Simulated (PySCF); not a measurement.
# Circular dichroism: `InChI=1S/C6H11Br/c1-5-2-3-6(5)4-7/h5-6H,2-4H2,1H3/t5-,6-/m0/s1`

Molfile (atoms numbered from 1):
```
C6H11Br
     RDKit          3D

 18 18  0  0  0  0  0  0  0  0999 V2000
   -0.6970   -1.5818    0.4136 C   0  0  0  0  0  0  0  0  0  0  0  0
   -0.5098   -0.5034   -0.6401 C   0  0  1  0  0  0  0  0  0  0  0  0
   -1.4662    0.6929   -0.4652 C   0  0  0  0  0  0  0  0  0  0  0  0
   -0.3009    1.5371    0.0707 C   0  0  0  0  0  0  0  0  0  0  0  0
    0.6818    0.4654   -0.4347 C   0  0  1  0  0  0  0  0  0  0  0  0
    1.7967    0.0946    0.5135 C   0  0  0  0  0  0  0  0  0  0  0  0
    2.9206   -1.3252   -0.2314 Br  0  0  0  0  0  0  0  0  0  0  0  0
   -0.7373   -1.1528    1.4126 H   0  0  0  0  0  0  0  0  0  0  0  0
   -1.6360   -2.1016    0.2337 H   0  0  0  0  0  0  0  0  0  0  0  0
    0.1058   -2.3145    0.3731 H   0  0  0  0  0  0  0  0  0  0  0  0
   -0.5292   -0.9653   -1.6290 H   0  0  0  0  0  0  0  0  0  0  0  0
   -1.8594    1.0658   -1.4083 H   0  0  0  0  0  0  0  0  0  0  0  0
   -2.2922    0.5321    0.2242 H   0  0  0  0  0  0  0  0  0  0  0  0
   -0.3036    1.6170    1.1568 H   0  0  0  0  0  0  0  0  0  0  0  0
   -0.1832    2.5314   -0.3547 H   0  0  0  0  0  0  0  0  0  0  0  0
    1.1137    0.7499   -1.3975 H   0  0  0  0  0  0  0  0  0  0  0  0
    2.4590    0.9440    0.6843 H   0  0  0  0  0  0  0  0  0  0  0  0
    1.4283   -0.2793    1.4667 H   0  0  0  0  0  0  0  0  0  0  0  0
  1  2  1  0
  2  3  1  0
  3  4  1  0
  4  5  1  0
  5  6  1  0
  6  7  1  0
  5  2  1  0
  1  8  1  0
  1  9  1  0
  1 10  1  0
  2 11  1  6
  3 12  1  0
  3 13  1  0
  4 14  1  0
  4 15  1  0
  5 16  1  6
  6 17  1  0
  6 18  1  0
M  END
```

The calculation used TDDFT B3LYP/def2-SVPD circular dichroism and optical rotation, one conformer, gas phase in PySCF 2.14.0. Geometry: GFN2-xTB.

The molecule is flexible and this is one conformer; a measurement averages over conformers. The calculation is non-relativistic, which matters for the atoms heavier than Zn. States above about 7.5 eV (minus the energy of the highest occupied orbital) lie near or above the ionisation threshold and depend on the basis.

Question: What are the CIP labels of the stereocentres?

Answer: C2 S, C5 R.

Question: List the lowest 8 singlet excitations with oscillator and rotatory strengths.

Answer: Rotatory strengths R in 10⁻⁴⁰ esu² cm², velocity form and length form (origin at the centre of mass); f in length form.
```tsv
state	E (eV)	λ (nm)	f	R (velocity)	R (length)	main
1	5.97	208	0.004	-0.3	-0.8	HOMO→LUMO 0.95
2	6.03	206	0.003	+1.2	+1.9	HOMO−1→LUMO 0.95
3	7.05	176	0.042	+12.4	+12.8	HOMO→LUMO+1 0.88
4	7.12	174	0.034	+7.1	+7.8	HOMO−2→LUMO 0.73, HOMO−1→LUMO+1 0.14
5	7.15	173	0.041	-26.0	-27.3	HOMO−1→LUMO+1 0.71, HOMO−2→LUMO 0.11
6	7.26	171	0.054	-11.6	-12.0	HOMO−3→LUMO 0.81, HOMO−2→LUMO 0.12
7	7.47	166	0.004	+1.0	+1.0	HOMO→LUMO+2 0.94
8	7.56	164	0.004	+3.7	+3.5	HOMO−1→LUMO+2 0.62, HOMO→LUMO+3 0.27
```

Among the states computed, the strongest CD band (largest |R|) is state 5. The largest dissymmetry factor in size, g = 4R/(D+G), with D and G the electric and magnetic dipole strengths, is +0.012 for state 8 (velocity form, f = 0.004), among bands with |R| over 0.5. The mirror image has the same energies and oscillator strengths and all R with the opposite sign.
